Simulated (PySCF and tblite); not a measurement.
C₉H₁₂, numbered as in [CH3:1][CH2:2][CH2:3][c:4]1[cH:5][cH:6][cH:7][cH:8][cH:9]1.

The ensemble was built from 90 distance-geometry starts (ETKDG and KDG, MMFF94s, GFN2-xTB) and rests on PBE0-D3(BJ)/def2-SVP geometries. Free energies are B3LYP-D3(BJ)/def2-SVPD (IEF-PCM, chloroform) single points with GFN2-xTB rigid-rotor and vibrational terms (modes under about 100 cm⁻¹ blended into free rotors). Symmetry numbers and mirror images are counted. Conformers within 3 kcal/mol (GFN2-xTB free energy) were kept, 7 at most. GIAO shieldings: WP04/pcSseg-1 (IEF-PCM, chloroform). Shifts are against TMS (¹H), TMS (¹³C) at the same level. Run with PySCF (density fitting) and tblite.

Torsions listed: C1–C2–C3–C4, C2–C3–C4–C5. Of a mirror pair one member is shown.

```json
{"conformer": "1", "shape": "63°, 76°", "weight %": "63.3", "dipole D": "0.56"}
{"conformer": "2", "shape": "180°, 89°", "weight %": "36.7", "dipole D": "0.54"}
```

Q: How do the computed shifts compare with measured ones?

A: 
```tsv
nucleus	signal	leading conformer	average	measured	medium
¹H	H1	0.68	0.83	0.95	not stated per compound (mostly CDCl3 or CCl4)
¹H	H2	1.46	1.39	1.65	not stated per compound (mostly CDCl3 or CCl4)
¹H	H3	2.48	2.43	2.59	not stated per compound (mostly CDCl3 or CCl4)
¹³C	C1	15.6	16.7	13.8	not stated per compound (mostly CDCl3 or CCl4)
¹³C	C2	30.7	32.0	24.8	not stated per compound (mostly CDCl3 or CCl4)
¹³C	C3	40.5	41.2	38.3	not stated per compound (mostly CDCl3 or CCl4)
```

Measured values: Pretsch, Buehlmann, Badertscher, Structure Determination of Organic Compounds, 4th ed. (2009). Mean difference for ¹H: -0.18 ppm, scatter 0.06 ppm. Mean difference for ¹³C: 4.33 ppm, scatter 2.03 ppm. The computed shifts are unscaled and lack vibrational corrections.
